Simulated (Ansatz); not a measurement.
Consider the formal exchange of groups at the Si–Si bond: `[SiH3][SiH2]I` + `C1[SiH2]S1` → `[SiH3][SiH]1CS1` + `[SiH3]I`.

Computed with Ansatz on PBE0-D4/def2-TZVP structures; ΔE is electronic, products minus reactants. CCSD(T)/CBS adds triple-zeta CCSD(T) − MP2 to the extrapolated MP2 energy (def2 sets, frozen cores). Functionals use def2-TZVPP. def2 core potentials past Kr. For I outer-core shells are correlated without core-valence functions, which leaves a few kJ/mol of doubt a bond.

| species | r2SCAN-D4 energy (Eh) |
| --- | --- |
| `[SiH3][SiH2]I` | -879.80877 |
| `C1[SiH2]S1` | -728.15079 |
| `[SiH3][SiH]1CS1` | -1018.83198 |
| `[SiH3]I` | -589.12885 |

Task: Work out ΔE.

Result: ΔE = (-1018.83198) + (-589.12885) − (-879.80877) − (-728.15079) = -0.00127 Eh = -3.3 kJ/mol. CCSD(T)/CBS gives -2.2 kJ/mol.

Largest T1 diagnostic among the species: 0.013.

Leaving LDA and LC-ωPBE aside and taking each functional with its dispersion term where it has one, the values, not all of them listed here, spread over 2.1 kJ/mol, from revPBE-D4 to BHLYP-D4.
